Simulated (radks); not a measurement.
The numbers below are computed, except where a source is named.
These are the eigenvalues of the occupied orbitals of an atom or ion with whole-number occupations (hartree). Level of theory: scalar-relativistic Kohn-Sham, PBE, spin-polarised, spherical densities, point nucleus (a radial shooting solver on a logarithmic mesh with Libxc functionals).

1s up: -1213.880
1s down: -1213.878
2s up: -188.9688
2s down: -188.9680
2p up: -169.7762
2p down: -169.7747
3s up: -39.47563
3s down: -39.47413
3p up: -33.25650
3p down: -33.25480
3d up: -23.94504
3d down: -23.94343
4s up: -8.29535
4s down: -8.29154
4p up: -6.34446
4p down: -6.34027
4d up: -3.49569
4d down: -3.48852
5s up: -2.13194
5s down: -2.09152
5p up: -1.66116

Which element is it, and in what charge state? The configuration may be excited. Open shells, if any, are filled with parallel spins first.

Answer. Z = 53, iodine, charge +4: I4+ in [Kr] 4d10 5s2 5p1. The list shows which subshells hold electrons but not how many an open one holds; the 1s level, -1213.9 hartree, gives Z - s = 49.3 by -(Z - s)^2/2, which with screening and relativity narrows Z to a few neighbours, and the depths of the outer levels then fix element, charge and occupations together.
